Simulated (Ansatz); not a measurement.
W(O)2(F)2 anion (F2O2W), SMILES [W]([F])([F])(=[O])=[O] (connectivity only; charge and spin as stated), charge -1, multiplicity 2.

Coordinates come from a PBE-D3(BJ)/def2-SVPD optimisation. The multiplicity is an assumed one; other spin states were not compared. The isomer is the one that the SMILES or the coordinates give; other isomers of the formula were not compared. The def2 effective core potentials stand for the cores of W; spin–orbit coupling is left out.

Two levels are set side by side: PBE/def2-SVPD (Ansatz, an electronic-structure program) and CAM-B3LYP/def2-SVPD (Ansatz). Energy differences of separate SCF runs at the same geometry; the states with an electron removed or added have multiplicity 1. Differences are taken from unrounded values.

| quantity | CAM-B3LYP |
|---|---|
| vertical ionisation energy (eV) | 3.26 |

Problem. What does PBE give, and how far is it from CAM-B3LYP? (Estimate from the structure and the level; the computed values follow.)

Solution. 
```tsv
quantity	PBE	PBE minus CAM-B3LYP
vertical ionisation energy (eV)	2.60	-0.66
```
